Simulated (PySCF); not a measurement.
C2H6GeN2. Atoms are numbered in the order given.

```xyz
11

N      1.9105     0.0061     0.8002
Ge     0.4108    -0.2099    -0.2374
C     -1.3068    -0.7120     0.6129
N     -1.9860     0.3005     0.2025
C     -1.0375     1.1719    -0.5259
H      2.7847     0.1559     0.2974
H      1.8416     0.6712     1.5693
H      0.8930    -1.0221    -1.4612
H     -1.7737    -1.5132     1.2056
H     -0.9152     2.1350    -0.0033
H     -1.3828     1.3836    -1.5515
```

Coordinates come from a TPSSh-D3(BJ)/def2-SVP optimisation. The structure was generated by enumeration; whether it is a known compound was not checked. One conformer was computed; it need not be the lowest.

All values below come from HF/def2-TZVP (PySCF).

ESP charges are fitted to the potential on shells at 1.4 to 2.0 van der Waals radii. Atomic charges (e):

```
atom    IAO  ESP fit  Löwdin
----  -----  -------  ------
N1    -0.85    -1.01   -0.39
Ge2    1.00     0.50    0.54
C3    -0.23     0.22   -0.34
N4    -0.29    -0.48     [?]
C5    -0.38    -0.19     [?]
H6     0.26     0.39    0.15
H7     0.26     0.39    0.15
H8    -0.15    -0.08   -0.07
H9     0.14     0.03     [?]
H10    0.13     0.13     [?]
H11    0.13     0.11     [?]
```

**Question.** Some entries are withheld; supply them. (Estimate from the structure and the level; the computed values follow.)

**Answer.** 
- N4, Löwdin: 0.04
- C5, Löwdin: -0.41
- H9, Löwdin: 0.11
- H10, Löwdin: 0.11
- H11, Löwdin: 0.11
